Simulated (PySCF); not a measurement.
Species: SiF5 (charge -1).
Bonds: F1–Si2, Si2–F3, Si2–F4, Si2–F5, Si2–F6.

Method: PBE0-D3(BJ)/def2-SVP geometry optimisation, gas phase (PySCF 2.14.0); density fitting, grid level 1; the optimiser is geomeTRIC in internal coordinates, started from a GFN2-xTB structure.

Step 0: E = -21442.1756 eV
```
atom  x, y, z in Å  |  force x, y, z in eV/Å
F1      0.8752   -1.4016   -0.0712    0.406  -0.680  -0.010
Si2     0.0006    0.0004   -0.0071    0.001   0.011   0.005
F3      1.1173    0.6496    0.9834    0.563   0.349   0.500
F4     -0.8730    1.4039    0.0569   -0.406   0.650   0.016
F5     -1.2640   -0.8150    0.6143   -0.633  -0.421   0.294
F6      0.1502    0.1667   -1.6194    0.068   0.091  -0.805
```

Step 1: E = -21442.2178 eV
```
atom  x, y, z in Å  |  force x, y, z in eV/Å
F1      0.8807   -1.4222   -0.0666    0.087  -0.045  -0.018
Si2     0.0019    0.0003   -0.0065   -0.023   0.008  -0.004
F3      1.1316    0.6616    0.9918    0.101   0.036   0.073
F4     -0.8812    1.4199    0.0576   -0.072   0.070   0.024
F5     -1.2762   -0.8289    0.6169   -0.139  -0.037   0.051
F6      0.1495    0.1732   -1.6365    0.046  -0.032  -0.126
```

Q: Estimate the geometry and energy of step 2. (The exact step hangs on the optimiser's Hessian estimate; all steps are aligned on step 1, rigid shifts and turns removed.)

A: E = -21442.2150 eV, largest force 0.194 eV/Å
```
atom  x, y, z in Å  |  force x, y, z in eV/Å
F1      0.8978   -1.4129   -0.0772   -0.140  -0.072   0.113
Si2    -0.0019    0.0000   -0.0041    0.071   0.020  -0.062
F3      1.1382    0.6548    0.9939   -0.066   0.070   0.020
F4     -0.8899    1.4211    0.0640    0.090  -0.017  -0.044
F5     -1.2936   -0.8179    0.6192    0.127  -0.100  -0.029
F6      0.1556    0.1588   -1.6390   -0.083   0.100   0.002
```

The energy changes by +0.0027 eV. The first-order estimate −F·Δx gives -0.0060 eV and the mean of the old and new forces, exact on a quadratic surface, +0.0030 eV. The step makes an angle of 56° with the force vector and moves no atom by more than 0.022 Å. The energy falls at the start of this step and ends higher, so the step passed the lowest point of its straight line.

The cost below is that of the whole optimisation. Time: 41 s; peak memory 0.35 GiB. Hardware: one thread, Arm Neoverse N1 (aarch64), shared host with 64 logical CPUs at a one-minute load of 57.
